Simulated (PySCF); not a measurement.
C3H13NSi2, singlet, at a GFN2-xTB geometry, with bond 15-5 at 2.4 times its length; CASSCF(4,6)+NEVPT2/STO-3G run with PySCF.

PySCF was given this input:
```python
from pyscf import gto, scf, mcscf, mrpt
import numpy

mol = gto.Mole()
mol.atom = '''
    Si    1.870399    0.093018    0.379155
    C     2.247352    0.330425   -1.470282
    Si   -0.205311   -0.838285    0.751612
    N    -1.397815    0.045145   -0.128078
    C    -1.405789    1.484296   -0.177152
    C    -2.711311   -0.503729   -0.344015
    H     2.081299    1.399480    1.029939
    H     2.918303   -0.778818    0.930080
    H     3.234463    0.755738   -1.628654
    H     2.210659   -0.619134   -1.997096
    H     1.524718    0.991339   -1.941108
    H    -0.503343   -0.951526    2.199558
    H    -0.364335   -2.204721    0.230337
    H    -0.398023    1.870940   -0.044288
    H    -2.318991    2.293379   -2.505025
    H    -2.047298    1.914983    0.603038
    H    -2.655988   -1.588443   -0.363169
    H    -3.413801   -0.205915    0.444604
    H    -3.108397   -0.153561   -1.301635
'''
mol.basis = 'sto-3g'
mol.charge = 0
mol.spin = 0
mol.verbose = 4
mol.build()

mf = scf.RHF(mol)
mf.kernel()
mc = mcscf.CASSCF(mf, 6, 4)
mc.fix_spin_(ss=0.0)
mc.kernel()
occ = numpy.linalg.eigvalsh(mc.fcisolver.make_rdm1(mc.ci, mc.ncas, mc.nelecas))[::-1]
ss = mc.fcisolver.spin_square(mc.ci, mc.ncas, mc.nelecas)[0]
print('natural occupations', occ.round(4), ' <S^2>', round(ss, 4))
e2 = mrpt.NEVPT(mc).kernel()
print('E(NEVPT2) = %.10f' % (mc.e_tot + e2))
```

Output, abridged:

```
PySCF version 2.14.0

[INPUT] verbose = 4
[INPUT] num. atoms = 19
[INPUT] num. electrons = 66
[INPUT] charge = 0
[INPUT] spin (= nelec alpha-beta = 2S) = 0
[INPUT] symmetry False subgroup None
[INPUT] Mole.unit = angstrom
[INPUT] Symbol           X                Y                Z      unit          X                Y                Z       unit  Magmom
[...]
nuclear repulsion = 378.423924276291
number of shells = 35
number of NR pGTOs = 153
number of NR cGTOs = 51
basis = sto-3g
ecp = {}

******** <class 'pyscf.scf.hf.RHF'> ********
method = RHF
initial guess = minao
damping factor = 0
level_shift factor = 0
DIIS = <class 'pyscf.scf.diis.CDIIS'>
diis_start_cycle = 1
diis_space = 8
diis_damp = 0
SCF conv_tol = 1e-09
SCF conv_tol_grad = None
SCF max_cycles = 50
direct_scf = True
direct_scf_tol = 1e-13
Set gradient conv threshold to 3.16228e-05
Initial guess from minao.
init E= -744.57278130412
[...]
cycle= 1 E= -744.340683959113  delta_E= 0.232  |g|= 0.362  |ddm|= 4.85
[...]
cycle= 2 E= -744.361947666404  delta_E= -0.0213  |g|= 0.381  |ddm|= 1.54
[...]
cycle= 3 E= -744.434966046509  delta_E= -0.073  |g|= 0.0549  |ddm|= 0.798
[...]
cycle= 4 E= -744.436819433433  delta_E= -0.00185  |g|= 0.0214  |ddm|= 0.134
[...]
cycle= 5 E= -744.437010803469  delta_E= -0.000191  |g|= 0.00656  |ddm|= 0.0388
[...]
cycle= 6 E= -744.437050466493  delta_E= -3.97e-05  |g|= 0.00256  |ddm|= 0.0189
[...]
cycle= 7 E= -744.437057170215  delta_E= -6.7e-06  |g|= 0.000669  |ddm|= 0.00915
[...]
cycle= 8 E= -744.437057752731  delta_E= -5.83e-07  |g|= 0.000133  |ddm|= 0.00315
[...]
cycle= 9 E= -744.437057766234  delta_E= -1.35e-08  |g|= 4.59e-05  |ddm|= 0.000362
[...]
cycle= 10 E= -744.437057767663  delta_E= -1.43e-09  |g|= 1.07e-05  |ddm|= 0.000109
[...]
cycle= 11 E= -744.437057767756  delta_E= -9.37e-11  |g|= 2.37e-06  |ddm|= 2.6e-05
[...]
Extra cycle  E= -744.437057767759  delta_E= -2.73e-12  |g|= 1.12e-06  |ddm|= 5.05e-06
converged SCF energy = -744.437057767759

******** <class 'pyscf.mcscf.mc1step.CASSCF'> ********
CAS (2e+2e, 6o), ncore = 31, nvir = 14
max_cycle_macro = 50
max_cycle_micro = 4
conv_tol = 1e-07
conv_tol_grad = None
orbital rotation max_stepsize = 0.02
orbital rotation threshold for CI restart = 0.01
augmented hessian ah_max_cycle = 30
augmented hessian ah_conv_tol = 1e-12
augmented hessian ah_linear dependence = 1e-14
augmented hessian ah_level shift = 1e-08
augmented hessian ah_start_tol = 2.5
augmented hessian ah_start_cycle = 3
augmented hessian ah_grad_trust_region = 3
kf_trust_region = 3
kf_interval = 4
ci_response_space = 4
ci_grad_trust_region = 3
with_dep4 0
natorb = False
canonicalization = True
sorting_mo_energy = False
ao2mo_level = 2
internal_rotation = False
******** <class 'pyscf.fci.addons.SpinPenaltyFCISolver'> ********
max. cycles = 50
conv_tol = 1e-08
davidson only = True
linear dependence = 1e-12
level shift = 0.001
max iter space = 12
nroots = 1
pspace_size = 400
spin = None
CASCI E = -744.599650846447  S^2 = 0.0000000
Set conv_tol_grad to 0.000316228
macro iter   1 ( 21 JK    4 micro), CASSCF E = -744.611209503258  dE = -1.15586568e-02  S^2 = 0.0000000
               |grad[o]|=0.0776  |grad[c]|=0.0286  |ddm|=0.0351  |maxRot[o]|=0.232
macro iter   2 ( 21 JK    4 micro), CASSCF E = -744.614628021633  dE = -3.41851838e-03  S^2 = 0.0000000
               |grad[o]|=0.0253  |grad[c]|=0.0178  |ddm|=0.00589  |maxRot[o]|=0.158
macro iter   3 ( 21 JK    4 micro), CASSCF E = -744.617385870920  dE = -2.75784929e-03  S^2 = 0.0000000
               |grad[o]|=0.0172  |grad[c]|= 0.01  |ddm|=0.0037  |maxRot[o]|=0.159
macro iter   4 ( 17 JK    4 micro), CASSCF E = -744.619243195035  dE = -1.85732411e-03  S^2 = 0.0000000
               |grad[o]|=0.0103  |grad[c]|=0.00675  |ddm|=0.00698  |maxRot[o]|=0.128
macro iter   5 ( 20 JK    4 micro), CASSCF E = -744.619409957113  dE = -1.66762078e-04  S^2 = 0.0000000
               |grad[o]|=0.00546  |grad[c]|=0.00508  |ddm|=0.0026  |maxRot[o]|=0.0215
macro iter   6 ( 21 JK    4 micro), CASSCF E = -744.619420705731  dE = -1.07486185e-05  S^2 = 0.0000000
               |grad[o]|=0.00497  |grad[c]|=0.0048  |ddm|=0.00262  |maxRot[o]|=0.0064
macro iter   7 ( 21 JK    4 micro), CASSCF E = -744.619397453293  dE =  2.32524379e-05  S^2 = 0.0000000
               |grad[o]|=0.00493  |grad[c]|=0.00474  |ddm|=0.00246  |maxRot[o]|=0.00528
macro iter   8 ( 21 JK    4 micro), CASSCF E = -744.619872963081  dE = -4.75509788e-04  S^2 = 0.0000000
               |grad[o]|=0.00497  |grad[c]|=0.00259  |ddm|=0.00209  |maxRot[o]|=0.048
macro iter   9 ( 12 JK    3 micro), CASSCF E = -744.620420380456  dE = -5.47417375e-04  S^2 = 0.0000000
               |grad[o]|=0.00393  |grad[c]|=0.00341  |ddm|=0.00206  |maxRot[o]|=0.082
macro iter  10 ( 18 JK    4 micro), CASSCF E = -744.620470510993  dE = -5.01305367e-05  S^2 = 0.0000000
               |grad[o]|=0.00198  |grad[c]|=0.00225  |ddm|=0.000821  |maxRot[o]|=0.0148
macro iter  11 ( 14 JK    4 micro), CASSCF E = -744.620524655577  dE = -5.41445845e-05  S^2 = 0.0000000
               |grad[o]|=0.00178  |grad[c]|=0.00187  |ddm|=0.000503  |maxRot[o]|=0.0172
macro iter  12 (  8 JK    3 micro), CASSCF E = -744.620591832862  dE = -6.71772850e-05  S^2 = 0.0000000
               |grad[o]|=0.00137  |grad[c]|=0.00109  |ddm|=0.000289  |maxRot[o]|=0.0377
macro iter  13 (  3 JK    1 micro), CASSCF E = -744.620593545128  dE = -1.71226543e-06  S^2 = 0.0000000
               |grad[o]|=0.000219  |grad[c]|=0.000153  |ddm|=7.47e-05  |maxRot[o]|=0.00676
macro iter  14 (  1 JK    1 micro), CASSCF E = -744.620593545309  dE = -1.81785254e-10  S^2 = 0.0000000
               |grad[o]|=1.97e-05  |grad[c]|=1.47e-05  |ddm|=6.99e-06  |maxRot[o]|=    0
1-step CASSCF converged in  14 macro (219 JK  48 micro) steps
CASSCF canonicalization
Density matrix diagonal elements [1.94304891e+00 1.33045529e+00 7.04890138e-01 1.84470475e-02
 1.83969490e-03 1.31891838e-03]
CASSCF energy = -744.620593545309
CASCI E = -744.620593545309  E(CI) = -2.84183762043733  S^2 = 0.0000000
natural occupations [1.9791e+00 1.3020e+00 6.9800e-01 1.8600e-02 1.2000e-03 1.1000e-03]  <S^2> 0.0

******** <class 'pyscf.mrpt.nevpt2.NEVPT'> ********
NEVPT2 (2e+2e, 6o), ncore = 31, nvir = 14
root = 0
Natural occ [1.97909885e+00 1.30198755e+00 6.97994980e-01 1.86090569e-02
 1.21103998e-03 1.09852693e-03]
Natural orbital (expansion on meta-Lowdin AOs) in CAS space
               #1        #2        #3        #4        #5
0 Si 1s          0.00009   0.00002  -0.00002   0.00089  -0.00005
0 Si 2s          0.00146  -0.00012   0.00011  -0.00638   0.00058
0 Si 3s          0.33943   0.00826  -0.00786   0.37239  -0.01188
0 Si 2px         0.01498   0.00025  -0.00024   0.01727   0.00492
0 Si 2py         0.00618   0.00006  -0.00005   0.00710  -0.01059
0 Si 2pz        -0.00261  -0.00009   0.00010  -0.00305   0.00626
0 Si 3px        -0.54853  -0.00972   0.00951  -0.53909  -0.19519
0 Si 3py        -0.21947  -0.00373   0.00332  -0.20717   0.39618
0 Si 3pz         0.08830   0.00304  -0.00309   0.08818  -0.24998
1 C 1s           0.00049   0.00002  -0.00001   0.00064   0.00146
1 C 2s          -0.04213  -0.00163   0.00104  -0.03786  -0.09879
1 C 2px          0.02196   0.00180  -0.00080   0.03047   0.04309
1 C 2py          0.01261  -0.00069  -0.00030   0.01370  -0.01104
1 C 2pz         -0.06862  -0.00143   0.00233  -0.07023  -0.14961
2 Si 1s          0.00010   0.00010  -0.00010  -0.00089   0.00006
2 Si 2s          0.00203  -0.00072   0.00079   0.00619   0.00039
2 Si 3s          0.35372   0.03900  -0.04116  -0.37706   0.03905
2 Si 2px        -0.01425   0.00143  -0.00156   0.01684   0.00533
2 Si 2py        -0.00638  -0.00146   0.00156   0.00755  -0.01086
2 Si 2pz         0.00225   0.00056  -0.00063  -0.00264   0.00704
2 Si 3px         0.53267  -0.05450   0.05831  -0.51648  -0.27099
2 Si 3py         0.24339   0.03949  -0.04338  -0.23074   0.44455
2 Si 3pz        -0.09725  -0.01519   0.01794   0.08843  -0.28223
3 N 1s           0.00057   0.00047  -0.00048  -0.00070   0.00306
3 N 2s          -0.05643  -0.03599   0.03665   0.04925  -0.22597
3 N 2px         -0.05979  -0.02794   0.02861   0.06617  -0.17796
3 N 2py          0.03199  -0.02630   0.02848  -0.02689   0.13095
3 N 2pz         -0.00114   0.16151  -0.17582  -0.01104  -0.14904
4 C 1s           0.00029  -0.00004   0.00108  -0.00016   0.00035
4 C 2s          -0.02192   0.24431  -0.25756   0.00379  -0.02576
4 C 2px         -0.01787  -0.21324   0.21721   0.00212  -0.03416
4 C 2py         -0.00375   0.15607  -0.16480  -0.01502  -0.04636
4 C 2pz          0.01531  -0.55589   0.56474   0.00434   0.01027
5 C 1s          -0.00047   0.00039  -0.00027   0.00056  -0.00034
5 C 2s           0.02847  -0.02252   0.01272  -0.03105   0.02072
5 C 2px          0.03727  -0.01585   0.02533  -0.04727   0.05180
5 C 2py          0.01046  -0.01463   0.00746  -0.00725   0.03221
5 C 2pz          0.00884   0.02400  -0.00136  -0.01320   0.00573
6 H 1s          -0.08056  -0.00046   0.00049  -0.08731  -0.16682
7 H 1s          -0.09196  -0.00241   0.00176  -0.06830   0.36727
8 H 1s           0.04145   0.00149  -0.00132   0.05158   0.01999
9 H 1s          -0.01142  -0.00023   0.00031  -0.01235   0.01613
10 H 1s         -0.01315   0.00016   0.00029  -0.01526  -0.01349
11 H 1s         -0.09561  -0.03312   0.03610   0.09608   0.14825
12 H 1s         -0.07075  -0.01480   0.01540   0.07237   0.19354
13 H 1s          0.00822  -0.04410   0.04236  -0.00685   0.02753
14 H 1s         -0.00047   0.71635   0.69736  -0.00045   0.00030
15 H 1s         -0.00023  -0.08180   0.08282   0.00970   0.00102
16 H 1s          0.00903   0.01286  -0.00836  -0.01039   0.01597
17 H 1s         -0.00925  -0.02514   0.03018   0.01199  -0.00504
18 H 1s         -0.01280   0.02601  -0.02577   0.01514  -0.03421
               #6
0 Si 1s          0.00000
0 Si 2s         -0.00029
0 Si 3s         -0.00294
0 Si 2px         0.00071
0 Si 2py        -0.00711
0 Si 2pz        -0.01144
0 Si 3px        -0.03437
0 Si 3py         0.26086
0 Si 3pz         0.45305
1 C 1s          -0.00247
1 C 2s           0.16604
1 C 2px         -0.04163
1 C 2py         -0.05065
1 C 2pz          0.24801
2 Si 1s          0.00000
2 Si 2s         -0.00005
2 Si 3s          0.00449
2 Si 2px         0.00075
2 Si 2py        -0.00705
2 Si 2pz        -0.01291
2 Si 3px        -0.04489
2 Si 3py         0.26819
2 Si 3pz         0.47523
3 N 1s          -0.00033
3 N 2s           0.03062
3 N 2px          0.04293
3 N 2py         -0.04488
3 N 2pz         -0.08682
4 C 1s           0.00027
4 C 2s          -0.00959
4 C 2px         -0.00878
4 C 2py          0.01120
4 C 2pz         -0.00444
5 C 1s           0.00009
5 C 2s          -0.00592
5 C 2px         -0.00131
5 C 2py          0.00517
5 C 2pz          0.00118
6 H 1s          -0.31896
7 H 1s           0.01758
8 H 1s          -0.03552
9 H 1s           0.00753
10 H 1s         -0.00977
11 H 1s         -0.34573
12 H 1s          0.30955
13 H 1s         -0.00205
14 H 1s         -0.00035
15 H 1s          0.01228
16 H 1s          0.00118
17 H 1s          0.01403
18 H 1s         -0.00678
<CAS-nat-orb|mo-hf>  32     31       0.78012452
<CAS-nat-orb|mo-hf>  32     32       0.42728036
<CAS-nat-orb|mo-hf>  33     33       0.95924070
<CAS-nat-orb|mo-hf>  34     34       0.99301709
<CAS-nat-orb|mo-hf>  35     35       0.95426010
<CAS-nat-orb|mo-hf>  36     36       0.86225453
<CAS-nat-orb|mo-hf>  37     37       0.89914933
Sr    (-1)',   E = -0.00006516610919
Si    (+1)',   E = -0.00188332714697
Sijrs (0)  ,   E = -0.18758280010850
Sijr  (+1) ,   E = -0.04904827433910
Srsi  (-1) ,   E = -0.00474986646608
Srs   (-2) ,   E = -0.00011016757474
Sij   (+2) ,   E = -0.01059847810780
Sir   (0)' ,   E = -0.01024203814667
Nevpt2 Energy = -0.264280117999052
E(NEVPT2) = -744.8848736633
```
